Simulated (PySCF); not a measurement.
# Frontier levels across methods

Species: n-PrOi-Pr, C6H14O.
Geometry (PBE0-D3(BJ)/def2-SVP, Å), atoms numbered from 1 in this order:
```
atom  x, y, z in Å
C1     2.3268   -0.0101   -0.2019
C2     1.0794   -0.6126    0.4217
C3    -0.1994   -0.0556   -0.1677
O4    -1.2894   -0.6725    0.4515
C5    -2.5581   -0.1437    0.1404
C6    -3.0004   -0.5052   -1.2711
C7    -3.5160   -0.6710    1.1900
H8     2.3693   -0.2030   -1.2862
H9     2.3613    1.0824   -0.0604
H10    3.2407   -0.4295    0.2439
H11    1.0635   -0.4350    1.5097
H12    1.0697   -1.7071    0.2886
H13   -0.2047   -0.2222   -1.2648
H14   -0.2404    1.0450   -0.0168
H15   -2.5116    0.9641    0.2226
H16   -3.0324   -1.6001   -1.3862
H17   -2.3184   -0.0999   -2.0331
H18   -4.0040   -0.1042   -1.4781
H19   -3.5642   -1.7697    1.1366
H20   -4.5284   -0.2683    1.0405
H21   -3.1685   -0.3947    2.1957
```

Basis pcSseg-1 throughout (PySCF), one geometry. The structure is a single PBE0-D3(BJ)/def2-SVP conformer in the gas phase; no vibrational or solvent corrections.

Problem. How do the orbital energies, the gap and the dipole change with the method?

Solution. 
| method | kind | HOMO (eV) | LUMO (eV) | gap (eV) | μ (D) | SCF cycles |
| --- | --- | --- | --- | --- | --- | --- |
| PBE | GGA | -5.66 | 0.65 | 6.31 | 0.98 | 14 |
| B97-D | GGA | -5.70 | 0.81 | 6.51 | 1.00 | 14 |
| B97-2 | global hybrid | -6.96 | 1.52 | 8.49 | 1.08 | 12 |
| PBE0 | global hybrid | -7.23 | 1.49 | 8.72 | 1.08 | 12 |
| mPW1PW91 | global hybrid | -7.27 | 1.53 | 8.80 | 1.10 | 12 |
| wB97X-D | range-separated hybrid | -9.15 | 3.31 | 12.46 | 1.11 | 12 |
| LC-wPBE | range-separated hybrid | -9.97 | 3.68 | 13.65 | 1.16 | 12 |
| HF | Hartree–Fock | -11.18 | 4.34 | 15.52 | 1.27 | 10 |

The HOMO spans 5.52 eV, from PBE down to HF, and the gap runs from 6.31 eV (PBE) to 15.52 eV (HF). Over the methods PBE (0 %), B97-D (0 %), B97-2 (21 %), PBE0 (25 %), mPW1PW91 (25 %), HF (100 %), a straight line through the gap against the share of exact exchange rises by 0.91 eV for each 10 % (correlation coefficient 1.000). The dipole ranges from 0.98 D (PBE) to 1.27 D (HF). This basis has no diffuse functions.

The vertical ΔSCF ionisation energy at B3LYP/def2-SVPD is 9.36 eV; −ε(HOMO) comes closest to it with wB97X-D (9.15 eV).
